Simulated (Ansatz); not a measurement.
Relative stability

The two ends of one reaction step of SiNH5F2, singlet (PBE0-D4/def2-TZVP).

A:

```
9
angstrom
Si -0.5124 -0.9922 -0.5303
N 0.8754 -0.1237 -0.1275
F -0.2492 -2.3108 -1.3792
F -1.1718 -1.5028 0.8184
H -1.4464 -0.1616 -1.3033
H -0.0684 2.1896 1.2197
H -0.2618 2.8502 1.5115
H 1.5168 -0.4383 0.5823
H 1.3179 0.4897 -0.7916
```

B:

Si1  (-0.983, -0.379, 0.188)
N2  (1.137, 0.512, -0.212)
F3  (-0.157, -1.728, -0.086)
F4  (-2.446, -1.003, 0.464)
H5  (-1.257, 0.437, -1.012)
H6  (1.169, 1.523, -0.146)
H7  (-0.711, 0.262, 1.490)
H8  (1.799, 0.130, 0.454)
H9  (1.449, 0.247, -1.140)
(Å)

Program: Ansatz 0.2.0. Basis: def2-TZVPP. Cores are frozen in the correlated methods. B3LYP uses VWN-RPA correlation.

Problem. Which structure is lower at CCSD(T), and by how much? (An estimate is asked for; the value comes from the calculation.)

Solution. By the calculation: A, by 0.320 eV (electronic energy, against the other). By their contacts, A is a complex of SiNH₃F₂ ([NH2][SiH]([F])[F]) + H₂ and B is a complex of SiH₂F₂ ([F][SiH2][F]) + NH₃.

All methods give the same order:

```json
{"method": "SPW92", "E(B) − E(A) (eV)": "0.117"}
{"method": "PBE-D4", "E(B) − E(A) (eV)": "0.252"}
{"method": "BLYP-D4", "E(B) − E(A) (eV)": "0.366"}
{"method": "r2SCAN-D4", "E(B) − E(A) (eV)": "0.320"}
{"method": "B97M-V", "E(B) − E(A) (eV)": "0.319"}
{"method": "PBE0-D4", "E(B) − E(A) (eV)": "0.257"}
{"method": "B3LYP-D4", "E(B) − E(A) (eV)": "0.352"}
{"method": "r2SCAN0-D4", "E(B) − E(A) (eV)": "0.310"}
{"method": "BHLYP-D4", "E(B) − E(A) (eV)": "0.346"}
{"method": "CAM-B3LYP-D4", "E(B) − E(A) (eV)": "0.336"}
{"method": "wB97X-V", "E(B) − E(A) (eV)": "0.296"}
{"method": "wB97M-V", "E(B) − E(A) (eV)": "0.303"}
{"method": "B2PLYP", "E(B) − E(A) (eV)": "0.356"}
{"method": "PBE-QIDH", "E(B) − E(A) (eV)": "0.292"}
{"method": "RPA on PBE", "E(B) − E(A) (eV)": "0.296"}
{"method": "HF", "E(B) − E(A) (eV)": "0.447"}
{"method": "MP2", "E(B) − E(A) (eV)": "0.366"}
{"method": "CCSD", "E(B) − E(A) (eV)": "0.326"}
{"method": "CCSD(T)", "E(B) − E(A) (eV)": "0.320"}
```

T1 diagnostic: at most 0.011.

Labels in which every atom is bracketed show which atoms are joined, not bond orders.

For scale, one of the runs: CCSD(T)/def2-TZVPP, 205 basis functions (an equivalent command: `ansatz run in.yaml --threads 4`). Hardware: 4 CPU threads, shared host. Wall time 56 s; peak host memory 2.8 GiB.
